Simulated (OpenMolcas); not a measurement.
## Mo³⁺: effect of the basis set

```yaml
Program: OpenMolcas 26.06
Method: "MS-RASPT2, IPEA 0.25 Eh, imaginary shift 0.1 Eh (closed shells correlated: 4s)"
Active_space: 9 electrons in 8 orbitals (RAS1 4p, at most 2 holes; RAS2 4d)
State_averaging: 2S+1 = 4 even, 10 roots; 2S+1 = 2 even, 40 roots
Spin-orbit_coupling: RASSI with atomic mean-field integrals over the reference wave functions, term energies averaged over their components
```

A. ANO-R2 [7s5p4d2f1g], X2C, finite nucleus; CASPT2 step of the order of 23 core-seconds
B. ANO-RCC-VTZP [7s6p4d2f1g], DKH2, point nucleus; CASPT2 step about 40 core-seconds
C. ANO-RCC-VQZP [8s7p5d3f2g1h], DKH2, point nucleus; CASPT2 step of the order of 60 core-seconds

Energies in cm⁻¹ above 4d³ ⁴F_3/2, the measured ground level; measured values from Sugar and Musgrove, J. Phys. Chem. Ref. Data 17, 155 (1988).

```json
{"Level": "4d³ ⁴F_3/2", "A": "0.0", "B": "0.0", "C": "0.0", "Measured": "0.0"}
{"Level": "4d³ ⁴F_5/2", "A": "815", "B": "798", "C": "793", "Measured": "778"}
{"Level": "4d³ ⁴F_7/2", "A": "1838", "B": "1802", "C": "1790", "Measured": "1760"}
{"Level": "4d³ ⁴F_9/2", "A": "2990", "B": "2940", "C": "2920", "Measured": "2865"}
{"Level": "4d³ ⁴P_3/2", "A": "10520", "B": "10670", "C": "10630", "Measured": "10331"}
{"Level": "4d³ ⁴P_1/2", "A": "10570", "B": "10700", "C": "10700", "Measured": "10338"}
{"Level": "4d³ ⁴P_5/2", "A": "11930", "B": "12020", "C": "12030", "Measured": "11612"}
{"Level": "4d³ ²G_7/2", "A": "11960", "B": "12170", "C": "11810", "Measured": "11580"}
{"Level": "4d³ ²G_9/2", "A": "12700", "B": "12900", "C": "12530", "Measured": "12311"}
{"Level": "4d³ ²P_1/2", "A": "14300", "B": "14580", "C": "14270", "Measured": "14348"}
{"Level": "4d³ ²H_9/2", "A": "16460", "B": "16660", "C": "16240", "Measured": "15995"}
{"Level": "4d³ ²H_11/2", "A": "16810", "B": "17010", "C": "16590", "Measured": "16357"}
{"Level": "4d³ ²D_3/2(1) [64 %]", "A": "17490", "B": "17730", "C": "17430", "Measured": "17107"}
{"Level": "4d³ ²D_5/2(1)", "A": "17520", "B": "17750", "C": "17490", "Measured": "16809"}
{"Level": "4d³ ²F_7/2", "A": "25380", "B": "25740", "C": "25360", "Measured": "24787"}
{"Level": "4d³ ²F_5/2", "A": "25720", "B": "26080", "C": "25700", "Measured": "25100"}
{"Level": "4d³ ²D_5/2(2)", "A": "39750", "B": "40250", "C": "39800", "Measured": "38922"}
{"Level": "4d³ ²D_3/2(2)", "A": "40150", "B": "40640", "C": "40200", "Measured": "39231"}
```

Deviations, from unrounded energies. A percentage is the sum of absolute deviations over the sum of measured energies, with the sign that they share, or ± where signs differ.

```csv
Against measurement,Levels,A,B,C
mean absolute deviation (cm-1),17,400,600,360
fine structure of the ground term (%),3,+4.5,+2.5,+1.8
other terms of the ground configuration (%),14,±2.5,+3.8,±2.3
```

C lies closest to measurement on these levels and B furthest from it. The largest miss of C in the table is 4d³ ²D_3/2(2), by +970 cm-1. The ranking rests on the paired levels alone, and a cruder setting can come out closer through cancelling errors.

The two smallest mean deviations differ by little beside CASPT2's spread within terms, so their order carries little weight.

Among A to C the level of the table that moves most is 4d³ ²D_5/2(2), by 500 cm-1 (lowest in A, highest in B). Moves below CASPT2's spread within the term are not significant.

CASPT2 does not keep the components of a term degenerate, so their means are used; among the terms shown or strongly mixed into the levels shown the widest spread is 1500 cm-1 (4d³ ⁴F, B). Active for correlation alone: 4p; no level in the range computed is led by a configuration that opens it, so any true level of that kind is missing. The CASPT2 spread within a term exceeds the gap to the next term for 4d³ ²H and 4d³ ²D(1), so the order of their levels is uncertain. Measured partners are found by configuration, term and J. A level has none where our copy of the source lacks it or the pairing is in doubt (some pairs that miss far off the trend of their configuration count as doubtful), and it then counts in no deviation. Levels of configurations outside the active space are missing. The table leaves out levels that lie high or whose names do not pair safely across all columns.

A share in square brackets marks a mixed level and gives the weight of the term that names it, the lowest over the columns. A number in round brackets counts repeated terms of one configuration in the order of the reference energies.
